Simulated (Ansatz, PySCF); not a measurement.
Gas-phase reaction in SMILES: O=c1cc1 -> O=c1[c]c1 + H atom (the C-H bond at the site shown breaks; other sites are not compared here)
Geometries: B3LYP-D3(BJ)/def2-TZVP minima from Ansatz (a first-principles code).

Wanted: bond dissociation energy (enthalpy at 298 K, with B3LYP-D3(BJ) rigid-rotor harmonic-oscillator terms from PySCF), in kcal/mol. Cores are frozen in the correlated levels unless marked. Open shells are spin-unrestricted. No spin-orbit coupling. Non-relativistic. CBS(X,Y): correlation extrapolated as X^-3; Hartree-Fock from the larger set. [CCSD(T)-MP2]/basis is that difference in the basis named.

```tsv
level	program	bond dissociation energy (kcal/mol)	minus last row
HF/aug-cc-pVTZ	Ansatz	82.8	-14.7
HF/cc-pVTZ	Ansatz	82.7	-14.8
HF/aug-cc-pVQZ	Ansatz	82.7	-14.8
r2SCAN-D3(BJ)/def2-TZVPD	Ansatz + dftd3	91.5	-6.0
PBE0-D4/def2-TZVPD	Ansatz + dftd4	94.5	-3.0
PBE0/def2-TZVPD	Ansatz	94.3	-3.2
BHLYP-D3(BJ)/def2-TZVPD	Ansatz + dftd3	97.9	0.4
r2SCANh-D4/def2-TZVPD	Ansatz + dftd4	92.7	-4.8
PW6B95-D3(BJ)/def2-TZVPD	PySCF + dftd3	95.2	-2.3
PW6B95/def2-TZVPD	PySCF	95.1	-2.4
HSE06-D3(BJ)/def2-TZVPD	Ansatz + dftd3	94.4	-3.1
CAM-B3LYP-D3(BJ)/def2-TZVPD	Ansatz + dftd3	97.2	-0.3
LC-wPBE/def2-TZVPD	Ansatz	97.1	-0.4
B2GP-PLYP/def2-TZVPD	Ansatz	94.6	-2.9
MP2/aug-cc-pVDZ	Ansatz	90.8	-6.7
RI-MP2/cc-pVTZ	Ansatz	94.6	-2.9
SCS-MP2/6-31G*	Ansatz	90.1	-7.4
SCS-MP2/cc-pVDZ	Ansatz	92.4	-5.1
CCSD(T)/aug-cc-pVDZ	Ansatz	91.7	-5.8
RI-MP2/CBS(aug-cc-pVTZ,aug-cc-pVQZ)+[CCSD(T)-MP2]/aug-cc-pVDZ	Ansatz	97.6	0.1
RI-MP2/CBS(cc-pVTZ,cc-pVQZ)+[CCSD(T)-MP2]/cc-pVTZ	Ansatz	97.5	0.0
```
